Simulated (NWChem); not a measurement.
1,1-difluoroethane (C$_{2}$H$_{4}$F$_{2}$); SMILES CC(F)F

All runs: NWChem. Medium grid unless said otherwise, to which SCAN and Minnesota functionals are sensitive. All runs use the structure optimised with PBE0/def2-SVP. Hybrids' shares of exact exchange are those that their runs print; pure functionals count as 0. The functionals differ in more than this share.

```csv
row,share of exact exchange,orbital gap (eV)
PBE/def2-SVP,0.00,8.80
"LDA (Slater exchange, VWN5)/def2-SVP",0.00,8.80
B3LYP/def2-SVP,0.20,10.86
r2SCAN0/def2-SVP,0.25,12.41
MN15/def2-SVP,0.44,13.28
M06-2X/def2-SVP,0.54,withheld
```

Q: Fit a straight line of the last column on the one before it, predict the withheld value, and compare with the run.

A: 
1. Means of the 5 shown rows: x = 0.178, y = 10.830. Slope Σ(x − x̄)(y − ȳ)/Σ(x − x̄)² = 1.479/0.1377 = 10.74; intercept 8.918.
2. The shown rows scatter about the line by 0.413 (root mean square); the largest residual is +0.81, at r2SCAN0/def2-SVP.
3. At x = 0.54 (M06-2X/def2-SVP; beyond the shown range) the line gives 14.72.
4. The run gives 13.97, -0.75 from the line, 1.8 times the scatter.
